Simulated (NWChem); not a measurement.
Lowest excitation of ClFGe

```xyz
3

Ge    -0.5848    -0.3018     0.0000
F      0.6007    -1.5890     0.0000
Cl     0.7827     1.4093     0.0000
```
Charge 0, spin multiplicity 1.

Everything below was run with NWChem. Structure: optimised with PBE0/def2-SVP, a minimum by its harmonic frequencies.

Basis set: def2-SVPD.

The Hamiltonian is non-relativistic. The correlated methods keep 15 core orbitals frozen. B3LYP has NWChem's definition, with VWN1-RPA local correlation. The structure started from a generated list of species. Coupled-cluster values serve here as a point of comparison, not as the truth.

Problem. Order these methods by the lowest vertical singlet excitation energy they give, lowest first: EOM-CCSD, TD-B3LYP, TD-PBE, CIS.

Solution. TD-PBE (4.19 eV), TD-B3LYP (4.42 eV), EOM-CCSD (4.67 eV), CIS (5.06 eV)
